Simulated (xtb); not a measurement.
C4H11FSi, SMILES CCC[C@@H](F)[SiH3]. All values are semi-empirical tight-binding results from xtb (GFN2-xTB unless named), good for trends rather than for accurate numbers. Coordinates come from a GFN2-xTB optimisation. The structure was generated by enumeration; whether it is a known compound was not checked. Other conformers were not sampled.

Optimised geometry:

```xyz
17

C     -3.0780    -0.2681    -0.8169
C     -1.9598     0.0113     0.1788
C     -0.5876     0.0121    -0.4946
C      0.5463     0.2626     0.4900
F      0.5889    -0.7912     1.4049
Si     2.2827     0.3946    -0.3227
H     -4.0434    -0.2622    -0.3166
H     -2.9397    -1.2409    -1.2838
H     -3.0912     0.4884    -1.5990
H     -1.9686    -0.7489     0.9624
H     -2.1279     0.9816     0.6533
H     -0.5509     0.7886    -1.2618
H     -0.4230    -0.9520    -0.9809
H      0.3176     1.1475     1.0980
H      2.2611     1.5775    -1.1848
H      3.2687     0.5292     0.7457
H      2.5133    -0.8192    -1.1029
```
Charge 0, spin multiplicity 1.

```
Property                                        Value
--------------------------------------  -------------
orbital gap                                   5.48 eV
dipole moment                                  2.15 D
zero-point energy                       85.7 kcal/mol
G − E(el) at 298.15 K (modified RRHO)   64.5 kcal/mol
static polarisability (D4 model)           80.3 bohr³
solvation energy, GFN2-xTB/ALPB(water)  -1.8 kcal/mol
solvation energy, GFN2-xTB/ALPB(dmf)    -5.4 kcal/mol
```

Computed atomic charges and the Wiberg bond orders between heavy atoms:
charges (e) C1 -0.10, C2 -0.05, C3 -0.06, C4 0.03, F5 -0.29, Si6 0.45, H7 0.04, H8 0.04, H9 0.03, H10 0.04, H11 0.03, H12 0.03, H13 0.04, H14 0.02, H15 -0.09, H16 -0.08, H17 -0.07. Bond orders C1–C2 1.02, C2–C3 1.00, C3–C4 1.01, C4–F5 0.92, C4–Si6 0.84.
